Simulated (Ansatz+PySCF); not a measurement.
Values are calculated unless marked as measured or tabulated.
Input for PySCF 2.14.0:

```python
from pyscf import gto, scf, cc

mol = gto.M(atom="""
Be 0.000000 0.000000 0.000000
O 0.620810 0.827740 1.792120
""", basis='sto-3g', charge=0, spin=2)
mf = scf.UHF(mol)
mf.kernel()
mycc = cc.CCSD(mf, frozen=1).run()
et = mycc.ccsd_t()
print(mf.e_tot, mycc.e_corr, et, mycc.e_tot + et)
```

The script is written out from the run's settings.

The run gave:

```yaml
Converged: yes
Reference_energy: -88.17250 hartree
CCSD_correlation_energy: -0.05130 hartree
Triples_correction: -0.00096 hartree
Total_energy: -88.22477 hartree
Spin_squared_of_the_determinant: 2.244
```

Caution: large amplitudes, a single reference is doubtful; another spin multiplicity may lie lower; the unrestricted determinant is spin contaminated.
